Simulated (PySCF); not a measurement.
Identify the compound

An unknown has the formula C$_{5}$H$_{9}$FO. Its calculated NMR data are:

1H NMR (400 MHz, computed): δ 5.43 (m, 1H), 3.97 (ddd, J = 14.4, 12.9, 2.9 Hz, 1H), 3.57 (ddt, J = 12.9, 5.6, 1.7 Hz, 1H), 1.83 (m, 1H), 1.59 (m, 1H), 1.59 (m, 1H), 1.42 (m, 1H), 1.38 (m, 1H), 1.22 (m, 1H).

13C{1H} NMR (computed): δ 107.1 (d, J = 273.4 Hz), 61.5 (d, J = 3.9 Hz), 31.9 (d, J = 28.8 Hz), 27.0, 19.3 (d, J = 1.8 Hz).

Theoretical values (PySCF 2.14.0 with density-fitted response routines): J couplings at B3LYP/pcJ-1 (spin–dipole term only in couplings to heteroatoms), structure optimised with PBE0-D3(BJ)/def2-SVP, GIAO PBE0/pcSseg-1 shieldings. Single conformer, non-relativistic, no solvent model.

Chemical shifts δ = σref − σ; 1H (σref 31.27), 13C (σref 184.41) against TMS, all at this level.

Task: Propose a structure and justify it.

Result: 
- Rings plus π bonds: 1 (1 ring in the answer).
- 5 carbon signals for 5 carbons: no two carbons are equivalent.
- Carbon types of the structure: 1 × CH, 4 × CH2, which accounts for all hydrogens.
- δC 107.1: sp3 CH bonded to F and O; 2 electronegative neighbours deshield it.
- δC 61.5: sp3 CH2 bonded to O; deshielded by the electronegative neighbour.
- δC 31.9, 27.0, 19.3: sp3 CH2 in a ring; aliphatic region, no heteroatom directly attached.
- δH 5.43: hydrogen on an sp3 CH bonded to F and O; its carbon carries F and O, hence the downfield position.
- δH 3.97, 3.57: hydrogen on an sp3 CH2 bonded to O; its carbon carries O, which withdraws density.
- δH 1.83, 1.59, 1.59, 1.42, 1.38, 1.22: hydrogen on an sp3 CH2 in a ring.
- The protons at 3.57 and 3.97 share a coupling of 12.9 Hz (geminal).

Structure: SMILES C1CCC[C@H](F)O1.

The shifts were computed for this structure.

C–F couplings over four or more bonds (about 3 Hz to the para carbon of a fluoroarene) are left out. Common functionals overestimate the size of one-bond C–F couplings by tens of Hz; these are unscaled. Multiplet labels drop couplings under 1 Hz and merge nearly equal ones. Unscaled 3J(H,H) at this level run about 10 % above measured values. Shifts are as computed. Against solution values, carbons near 30 ppm lie about +2 ppm off and those near 130 ppm about +5 ppm. Of 1211 compounds with measured shifts, 218 miss one by over three times the rms of a fit or turn the order of signals round; such compounds aren't used in these exercises.
